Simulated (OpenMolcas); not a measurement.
Ta IV: the spin-orbit constant, worked from levels

```
Program             : OpenMolcas 26.06
Basis               : ANO-RCC-VDZP [7s6p4d2f1g]
Scalar Hamiltonian  : DKH2, point nucleus
Active space        : 2 electrons in 5 orbitals (5d)
State averaging     : 2S+1 = 3 even, 10 roots; 2S+1 = 1 even, 15 roots
Spin-orbit coupling : state interaction with AMFI integrals over the reference wave functions, term energies averaged over their components
```

Methods: CASSCF; SS-CASPT2, IPEA 0.25 Eh, imaginary shift 0.1 Eh (closed shells correlated: 5s 5p).

**The spin-orbit constant.** For the Hund term ³F of d2, E(J) = (A/2) J(J+1) + constant and ζ = 2S·A = 2A. From J = 2 to J = 4 the energy changes by 7 A.

```
   Source  E(4) - E(2)       A     ζ
   CASSCF       9989.1  1427.0  2854
SS-CASPT2      10236.0  1462.3  2925
```

All in cm-1. Both methods take the spin-orbit matrix elements from the reference wave functions, so the second can move ζ only through the term energies and any multistate remixing. Second-order mixing with other terms is absorbed into this ζ.

Term energies are means over components that CASPT2 splits; among the terms shown or strongly mixed into the levels shown the widest spread is 270 cm-1 (5d² ³F, SS-CASPT2). The basis is small and was not contracted for so high a charge. Without dynamic correlation excited terms often stand tens of per cent too high (terms of higher spin than the ground term too low), and those without a measured partner can miss by more than the paired ones (holds for CASSCF). Only configurations of the active space appear.
